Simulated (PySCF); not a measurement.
**How methods differ on the ionisation energy of Pd³⁰⁺**

Pd³⁰⁺ [Ne] 3s2 3p4 (3P) → Pd³¹⁺ [Ne] 3s2 3p3 (4S), as a difference of total energies. All numbers are calculated (PySCF 2.14, the non-relativistic Hamiltonian (point nucleus), in an uncontracted even-tempered set (16 s from 3.9 bohr⁻², ratio 2.5; 11 p from 5 bohr⁻², ratio 2.5; 5 d from 24 bohr⁻², ratio 2.7; 4 f from 36 bohr⁻², ratio 2.7)). Correlated levels: outer shells: 1s2 frozen; virtual orbitals above 40 to 60 times the deepest correlated orbital energy dropped. The calculations carry no spin-orbit coupling.

```csv
method,ionisation energy (eV)
UHF,1765.7
LDA,1768.4
PBE,1768.8
PBE0,1768.5
r2SCAN,1768.2
MN15,1776.5
BHandHLYP,1768.1
MP2 (outer shells),1766.7
SCS-MP2 (outer shells),1766.7
```

Spin-orbit coupling is strong in these open shells (close to jj coupling). The scalar numbers leave it out and a first-order estimate fails, so it can dominate the gap to the real levels.

All relativistic terms are absent from these numbers, so their closeness to the reference says little about the methods.

For comparison: 1781.3 ± 2.3 eV (semi-empirical (NIST evaluation); NIST Atomic Spectra Database, ionization energies).
